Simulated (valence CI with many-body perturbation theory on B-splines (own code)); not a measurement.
# Energy levels of Cr XI

Computed by configuration interaction combined with many-body perturbation theory (CI+MBPT): four valence electrons over a frozen Dirac-Fock core [Ne], radial functions for each j: 11 s, 11 p, 10 d, 8 f, 5 g, 2 h, with the one-electron correlation potential Σ1, the two-electron term Σ2, the three-electron term Σ3, Breit, model QED; selected CI, second order for the rest, scaled by the run's own slope (own B-spline code, finite nucleus).

No measured spectrum was set against this ion. As an estimate, levels of excited configurations hold to 0.05 to 0.15 % of their energy, terms of the ground configuration to about 0.5 %. Among the levels kept, up to 640 cm⁻¹ of a level comes from second order outside the variational space, and about a tenth of that is noise between levels of different J, which matters for small intervals.

Levels 1 to 45 of 175, with energies above the lowest level, 3s²3p² ³P_0. "Leading %" is the weight of the configuration and term that name the level; weights of strongly mixed levels are sums over their largest components and can fall short. In the jj column 3d3/2^4 stands for four electrons in 3d with j = 3/2.

```csv
No.,Configuration,Term,J,E (cm⁻¹),Leading %,Leading jj,Second component
1,3s²3p²,³P,0,0,94,3s^2 3p1/2^2 (77 %),
2,3s²3p²,³P,1,5536,96,3s^2 3p1/2 3p3/2 (96 %),
3,3s²3p²,³P,2,12004,92,3s^2 3p1/2 3p3/2 (54 %),5 % 3s²3p² ¹D
4,3s²3p²,¹D,2,37150,92,3s^2 3p3/2^2 (54 %),5 % 3s²3p² ³P
5,3s²3p²,¹S,0,75261,93,3s^2 3p3/2^2 (76 %),
6,3s3p³,⁵S°,2,178130,98,3s 3p1/2 3p3/2^2 (54 %),
7,3s3p³,³D°,1,242340,86,3s 3p1/2 3p3/2^2 (38 %),10 % 3s²3p3d ³D°
8,3s3p³,³D°,2,242450,85,3s 3p1/2 3p3/2^2 (57 %),10 % 3s²3p3d ³D°
9,3s3p³,³D°,3,243920,88,3s 3p1/2 3p3/2^2 (88 %),10 % 3s²3p3d ³D°
10,3s3p³,³P°,0,278190,89,3s 3p1/2 3p3/2^2 (89 %),9 % 3s²3p3d ³P°
11,3s3p³,³P°,1,278520,86,3s 3p1/2 3p3/2^2 (60 %),9 % 3s²3p3d ³P°
12,3s3p³,³P°,2,278820,82,3s 3p3/2^3 (48 %),9 % 3s²3p3d ³P°
13,3s3p³,¹D°,2,306580,55,3s 3p1/2 3p3/2^2 (41 %),39 % 3s²3p3d ¹D°
14,3s3p³,³S°,1,356900,79,3s 3p1/2 3p3/2^2 (52 %),15 % 3s3p³ ¹P°
15,3s²3p3d,³F°,2,368740,96,3s^2 3p1/2 3d3/2 (74 %),
16,3s3p³,¹P°,1,372990,71,3s 3p3/2^3 (49 %),16 % 3s3p³ ³S°
17,3s²3p3d,³F°,3,373100,97,3s^2 3p1/2 3d5/2 (49 %),
18,3s²3p3d,³F°,4,379410,97,3s^2 3p3/2 3d5/2 (97 %),
19,3s²3p3d,³P°,2,419150,43,3s^2 3p1/2 3d5/2 (60 %),25 % 3s²3p3d ¹D°
20,3s²3p3d,³P°,1,425540,69,3s^2 3p1/2 3d3/2 (45 %),17 % 3s²3p3d ³D°
21,3s²3p3d,³P°,2,427310,33,3s^2 3p3/2 3d5/2 (48 %),31 % 3s²3p3d ¹D°
22,3s²3p3d,³P°,0,428880,87,3s^2 3p3/2 3d3/2 (87 %),9 % 3s3p³ ³P°
23,3s²3p3d,³D°,1,434370,68,3s^2 3p3/2 3d3/2 (66 %),17 % 3s²3p3d ³P°
24,3s²3p3d,³D°,2,436310,74,3s^2 3p3/2 3d3/2 (53 %),11 % 3s²3p3d ³P°
25,3s²3p3d,³D°,3,436700,86,3s^2 3p3/2 3d5/2 (57 %),10 % 3s3p³ ³D°
26,3s²3p3d,¹F°,3,478930,96,3s^2 3p3/2 3d3/2 (39 %),
27,3s²3p3d,¹P°,1,490900,85,3s^2 3p3/2 3d5/2 (58 %),9 % 3s3p³ ¹P°
28,3p⁴,³P,2,513950,55,3p1/2^2 3p3/2^2 (54 %),34 % 3s3p²3d ³P
29,3p⁴,³P,1,521910,58,3p1/2 3p3/2^3 (58 %),38 % 3s3p²3d ³P
30,3p⁴,³P,0,524130,58,3p3/2^4 (32 %),38 % 3s3p²3d ³P
31,3p⁴,¹D,2,532150,60,3p1/2 3p3/2^3 (56 %),29 % 3s3p²3d ¹D
32,3s3p²3d,⁵F,1,541490,98,3s 3p1/2 3p3/2 3d3/2 (39 %),
33,3s3p²3d,⁵F,2,542930,97,3s 3p1/2 3p3/2 3d3/2 (48 %),
34,3s3p²3d,⁵F,3,545170,97,3s 3p1/2 3p3/2 3d3/2 (43 %),
35,3s3p²3d,⁵F,4,548310,97,3s 3p1/2 3p3/2 3d5/2 (60 %),
36,3s3p²3d,⁵F,5,552370,99,3s 3p3/2^2 3d5/2 (60 %),
37,3s3p²3d,⁵D,0,560120,99,3s 3p1/2 3p3/2 3d3/2 (82 %),
38,3s3p²3d,⁵D,1,560510,98,3s 3p1/2 3p3/2 3d3/2 (60 %),
39,3s3p²3d,⁵D,2,561270,96,3s 3p1/2 3p3/2 3d3/2 (34 %),
40,3s3p²3d,⁵D,3,562420,94,3s 3p3/2^2 3d3/2 (24 %),
41,3s3p²3d,⁵D,4,564170,93,3s 3p1/2 3p3/2 3d5/2 (55 %),
42,3s3p²3d,³F,2,580030,92,3s 3p1/2 3p3/2 3d3/2 (38 %),6 % 3s²3d² ³F
43,3s3p²3d,³F,3,582830,90,3s 3p1/2 3p3/2 3d3/2 (32 %),6 % 3s²3d² ³F
44,3s3p²3d,³F,4,586990,88,3s 3p3/2^2 3d5/2 (62 %),6 % 3s²3d² ³F
45,3p⁴,¹S,0,599790,62,3p1/2^2 3p3/2^2 (40 %),29 % 3s3p²3d ¹S
```

Names give the largest LS component (configuration and term), which can be under half, so a name can repeat, a term be missing and a line seem to break the LS rules; names also repeat where a configuration has a term twice.

The ionisation energy to 3s²3p ²P°1/2 of the next ion comes out as 269.83 eV (NIST: 270.8 ± 0.5 eV (semi-empirical)). All 175 levels together are meant to be complete up to 1029300 cm⁻¹.
